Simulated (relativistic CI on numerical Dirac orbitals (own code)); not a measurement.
## Fe⁷⁺: L-alpha,beta X-ray emission

Computed with this model: Dirac-Coulomb-Breit CI, orbitals from a KLI potential per configuration, model QED (radiative potential, 1s self-energy scaled to tabulated hydrogen-like ionisation energies), valence Slater integrals scaled by 0.8, multiplet model of X-ray emission after core ionisation; configurations [Ar] 3d → [He] 2s2 2p5 3s2 3p6 3d → [Ne] 3s2 3p6; 300 K; Lorentzian 0.6 eV and Gaussian 0.5 eV FWHM. Energies are those of the free ion, without screening or charge transfer. S is read from ⟨S²⟩ = S(S + 1).

Field parameters in Wybourne normalisation: D3d B²₀ = −7Dσ, B⁴₀ = −14Dq − 21Dτ, B⁴₃ = −14√(10/7) Dq; D4h B²₀ = −7Ds, B⁴₀ = 21(Dq − Dt), B⁴₄ = 21√(5/14) Dq; Oh B⁴₀ = 21Dq, B⁴₄ = √(5/14) B⁴₀; Td as Oh with Dq negative (B⁴₀ = 21Dq, B⁴₄ = √(5/14) B⁴₀). The field is a parameter set, without covalency.

free ion: ground-state S = 0.50, centroid 747.95 eV. Peaks (eV, height): 738.5 (20), 749.9 (100).

Td, 10Dq = -9450 cm⁻¹: ground-state S = 0.50, centroid 745.95 eV. Peaks (eV, height): 738.6 (50), 746.4 (6), 750.0 (100).

Td, 10Dq = -18400 cm⁻¹: ground-state S = 0.50, centroid 745.06 eV. Peaks (eV, height): 733.5 (10), 738.8 (61), 745.9 (34), 750.2 (100).

Oh, 10Dq = 21750 cm⁻¹: ground-state S = 0.50, centroid 746.01 eV. Peaks (eV, height): 739.0 (51), 746.7 (51), 750.4 (100).

D4h, 10Dq = 41800, Ds = 1930, Dt = -690 cm⁻¹: ground-state S = 0.50, centroid 744.48 eV. Peaks (eV, height): 734.5 (10), 740.1 (18), 745.7 (100), 751.6 (19).

D3d, 10Dq = 22800, Dσ = 500, Dτ = 270 cm⁻¹: ground-state S = 0.50, centroid 745.22 eV. Peaks (eV, height): 732.9 (6), 735.1 (8), 739.0 (64), 746.6 (56), 750.5 (100).

Strongest unbroadened transitions for Oh, 10Dq = 21750 cm⁻¹:

```json
{"Energy (eV)": "731.71", "Relative strength": "2.2"}
{"Energy (eV)": "732.99", "Relative strength": "3.1"}
{"Energy (eV)": "734.62", "Relative strength": "0.5"}
{"Energy (eV)": "735.16", "Relative strength": "3.5"}
{"Energy (eV)": "738.95", "Relative strength": "51.1"}
{"Energy (eV)": "746.70", "Relative strength": "50.5"}
{"Energy (eV)": "750.43", "Relative strength": "100.0"}
```
